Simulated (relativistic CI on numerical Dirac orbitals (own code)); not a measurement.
Calculated at this level of theory: Dirac-Coulomb-Breit CI, separate exchange-only KLI orbitals for each configuration, model QED (radiative potential, 1s self-energy scaled to tabulated hydrogen-like ionisation energies), unscaled Slater integrals (own radial code, finite nucleus).

The strongest absorption lines from the ground level of an ion, among the configurations computed and to levels below about 275 eV (vacuum wavelength in nm, gf): 4.7153 (0.27), 5.6972 (0.49), 5.8265 (0.11), 6.1031 (1.2), 27.281 (0.12), 27.499 (0.22), 29.494 (0.11), 37.833 (0.15).

Problem. Which ion is it?
A. F4+
B. Al8+
C. Al6+
D. P10+

Solution. B. Al8+ has 5 electrons and the ground level 2s2 2p 2P°_1/2; the strongest line goes to 2s2 3d 2D_3/2. The pattern of lines fixes the number of electrons, and along that sequence the line energies rise steadily with the charge (about as its square where n changes within one kind of shell, about linearly where n is kept but much faster in heavy ions where fine structure, which grows about as Z⁴, sets the gap, and irregularly where shells cross), which fixes Z. Configurations outside the model, such as inner-shell arrays, can give stronger lines. At this charge configurations can still be misplaced by up to about 7 % of their energy.

LS names give the leading component of a level, which can be under half, so a name can repeat, a term be missing and a line seem to break the LS rules.
